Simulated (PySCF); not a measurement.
Ionisation energy of Cu by level of theory

Cu [Ar] 3d10 4s1 (2S) → Cu⁺ [Ar] 3d10 (1S), as a difference of total energies. Computed with PySCF 2.14 in aug-cc-pVTZ-PP with ECP10MDF (6s6p5d3f2g, 88 functions), with a scalar-relativistic core potential. Correlated levels: valence: 3s2 3p6 frozen. The calculations carry no spin-orbit coupling.

| method | ionisation energy (eV) |
| --- | --- |
| UHF | 6.585 |
| LDA | 8.632 |
| PBE | 8.343 |
| PBE0 | 7.941 |
| r2SCAN | 8.285 |
| HSE06 | 8.010 |
| r2SCANh | 8.150 |
| PBEsol | 8.340 |
| PW91 | 8.413 |
| MP2 (valence) | 7.642 |
| SCS-MP2 (valence) | 7.475 |

Errors of the correlated levels include the incompleteness of this basis and the frozen core.

Which method comes closest to the reference value, and which is furthest?

The reference is 7.726 eV (measured; NIST Atomic Spectra Database, ionization energies). Closest: MP2 (valence) (error -0.084 eV); furthest: UHF (error -1.141 eV).
